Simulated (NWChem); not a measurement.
The numbers come from NWChem runs, not from measurements. System: bromine (Br₂), charge 0, spin multiplicity 1, at a geometry optimised with PBE0/def2-SVP. Level: B3LYP/x2c-SVPall-2c, scalar ZORA, VWN1-RPA local correlation.

NWChem printed:

```
             Northwest Computational Chemistry Package (NWChem) 7.3.0
             --------------------------------------------------------

                                NWChem Input Module
                                -------------------

 Scaling coordinates for geometry "geometry" by  1.889725989
 (inverse scale =  0.529177249)

                             Geometry "geometry" -> ""
                             -------------------------

 Output coordinates in angstroms (scale by  1.889725989 to convert to a.u.)

  No.       Tag          Charge          X              Y              Z
 ---- ---------------- ---------- -------------- -------------- --------------
    1 Br                  35.0000     0.00000000     0.00000000     1.14917100
    2 Br                  35.0000     0.00000000     0.00000000    -1.14917100

 Effective nuclear repulsion energy (a.u.)     282.0477239787

            Nuclear Dipole moment (a.u.)
            ----------------------------
        X                 Y               Z
 ---------------- ---------------- ----------------
     0.0000000000     0.0000000000     0.0000000000


 Summary of "ao basis" -> "" (spherical)
 ------------------------------------------------------------------------------
       Tag                 Description            Shells   Functions and Types
 ---------------- ------------------------------  ------  ---------------------
 *                       x2c-svpall-2c                on all atoms

                                 NWChem DFT Module
                                 -----------------

 Summary of "ao basis" -> "ao basis" (spherical)
 ------------------------------------------------------------------------------
       Tag                 Description            Shells   Functions and Types
 ---------------- ------------------------------  ------  ---------------------
 Br                      x2c-svpall-2c              14       38   5s6p3d

 Summary of "ao basis" -> "ao basis" (spherical)
 ------------------------------------------------------------------------------
       Tag                 Description            Shells   Functions and Types
 ---------------- ------------------------------  ------  ---------------------
 Br                      x2c-svpall-2c              14       38   5s6p3d

            General Information
            -------------------
          SCF calculation type: DFT
          Wavefunction type:  closed shell.
[...]
    15     -0.173428  1 Br px                53     -0.173429  2 Br px

 Vector   34  Occ=2.000000D+00  E=-2.814494D-01
              MO Center= -3.6D-09,  9.9D-10,  1.8D-06, r^2= 2.9D+00
   Bfn.  Coefficient  Atom+Function         Bfn.  Coefficient  Atom+Function
  ----- ------------  ---------------      ----- ------------  ---------------
    18      0.451775  1 Br px                56     -0.451774  2 Br px
    15      0.393439  1 Br px                53     -0.393438  2 Br px
     9     -0.253364  1 Br px                47      0.253364  2 Br px
    19      0.114065  1 Br py                57     -0.114065  2 Br py
     6      0.107878  1 Br px                44     -0.107879  2 Br px

 Vector   35  Occ=2.000000D+00  E=-2.814494D-01
              MO Center= -2.2D-09, -2.9D-09,  1.9D-06, r^2= 2.9D+00
   Bfn.  Coefficient  Atom+Function         Bfn.  Coefficient  Atom+Function
  ----- ------------  ---------------      ----- ------------  ---------------
    19      0.451775  1 Br py                57     -0.451774  2 Br py
    16      0.393439  1 Br py                54     -0.393438  2 Br py
    10     -0.253364  1 Br py                48      0.253364  2 Br py
    18     -0.114065  1 Br px                56      0.114065  2 Br px
     7      0.107878  1 Br py                45     -0.107879  2 Br py

 Vector   36  Occ=0.000000D+00  E=-1.382132D-01
              MO Center= -2.4D-09,  2.7D-11,  3.6D-07, r^2= 3.2D+00
   Bfn.  Coefficient  Atom+Function         Bfn.  Coefficient  Atom+Function
  ----- ------------  ---------------      ----- ------------  ---------------
    20      0.642418  1 Br pz                58      0.642418  2 Br pz
    17      0.412462  1 Br pz                55      0.412461  2 Br pz
    11     -0.264625  1 Br pz                49     -0.264625  2 Br pz
     4     -0.223525  1 Br s                 42      0.223526  2 Br s
     5     -0.147838  1 Br s                 43      0.147838  2 Br s

 Vector   37  Occ=0.000000D+00  E= 2.856212D-01
              MO Center= -3.4D-09, -3.4D-08, -9.0D-07, r^2= 3.6D+00
   Bfn.  Coefficient  Atom+Function         Bfn.  Coefficient  Atom+Function
  ----- ------------  ---------------      ----- ------------  ---------------
     4      1.360803  1 Br s                 42      1.360804  2 Br s
     5     -1.180813  1 Br s                 43     -1.180814  2 Br s
     3     -0.401146  1 Br s                 41     -0.401147  2 Br s
    36      0.238292  1 Br d  0              74      0.238292  2 Br d  0
     2      0.067521  1 Br s                 40      0.067521  2 Br s

 Vector   38  Occ=0.000000D+00  E= 3.807935D-01
              MO Center=  1.4D-08, -1.5D-08, -4.6D-07, r^2= 2.6D+00
   Bfn.  Coefficient  Atom+Function         Bfn.  Coefficient  Atom+Function
  ----- ------------  ---------------      ----- ------------  ---------------
    35      0.488559  1 Br d -1              73     -0.488559  2 Br d -1
    37      0.436033  1 Br d  1              75     -0.436033  2 Br d  1
    25     -0.121376  1 Br d -1              63      0.121376  2 Br d -1
    16      0.109846  1 Br py                54      0.109846  2 Br py
    27     -0.108326  1 Br d  1              65      0.108326  2 Br d  1

 center of mass
 --------------
 x =   0.00000000 y =   0.00000000 z =   0.00000000

 moments of inertia (a.u.)
 ------------------
         753.760609686720           0.000000000000           0.000000000000
           0.000000000000         753.760609686720           0.000000000000
           0.000000000000           0.000000000000           0.000000000000

     Multipole analysis of the density
     ---------------------------------

     L   x y z        total         alpha         beta         nuclear
     -   - - -        -----         -----         ----         -------
     0   0 0 0     -0.000000    -35.000000    -35.000000     70.000000

     1   1 0 0      0.000000      0.000000      0.000000      0.000000
     1   0 1 0     -0.000000     -0.000000     -0.000000      0.000000
     1   0 0 1      0.000002      0.000001      0.000001      0.000000

     2   2 0 0    -27.087065    -13.543532    -13.543532      0.000000
     2   1 1 0      0.000000      0.000000      0.000000      0.000000
     2   1 0 1      0.000000      0.000000      0.000000      0.000000
     2   0 2 0    -27.087065    -13.543532    -13.543532      0.000000
     2   0 1 1     -0.000000     -0.000000     -0.000000      0.000000
     2   0 0 2    -23.157904   -176.636364   -176.636364    330.114824

 Task  times  cpu:        5.3s     wall:        5.3s

 Total times  cpu:        5.3s     wall:        5.3s
```

### Question
Write an NWChem input that would produce this output.

### Answer
This is not unique; one that fits is 
```
start mol
memory heap 200 mb stack 900 mb global 1100 mb
geometry units angstroms nocenter noautoz noautosym
  Br     0.000000     0.000000     1.149171
  Br     0.000000     0.000000    -1.149171
end
basis spherical
  * library x2c-svpall-2c
end
relativistic
  zora on
end
dft
  xc b3lyp
  semidirect memsize 60000000 filesize 0
  iterations 100
  grid fine
end
task dft energy
```
